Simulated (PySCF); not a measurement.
Xe³⁶⁺: ionisation energy

Xe³⁶⁺ [Ar] → Xe³⁷⁺ [Ne] 3s2 3p5 [3p1/2^2 3p3/2^3, M_J = 3/2], as a difference of total energies. Computed with PySCF 2.14 in an even-tempered Gaussian basis (19 s from 7 bohr⁻², ratio 2.4; 14 p from 9 bohr⁻², ratio 2.4; 5 d from 37 bohr⁻², ratio 2.6; 4 f from 55 bohr⁻², ratio 2.6), with the two-component X2C-1e Hamiltonian. Correlated levels: 1s2 frozen; the 56 highest virtual spinors dropped. "Screened" scales the spin-orbit matrix elements by Boettger's factors to mimic the two-electron term; Breit and QED terms are absent.

```
                    method  ionisation energy (eV)
           GHF (spin-free)                  2581.4
          GMP2 (spin-free)                  2582.3
 GHF (screened spin-orbit)                  2556.7
GMP2 (screened spin-orbit)                  2557.6
```

Breit and QED terms and the two-electron picture change are absent.

The spin-free rows lack the spin-orbit shift.

For comparison: 2556 ± 5 eV (theoretical estimate listed by NIST; NIST Atomic Spectra Database, ionization energies).
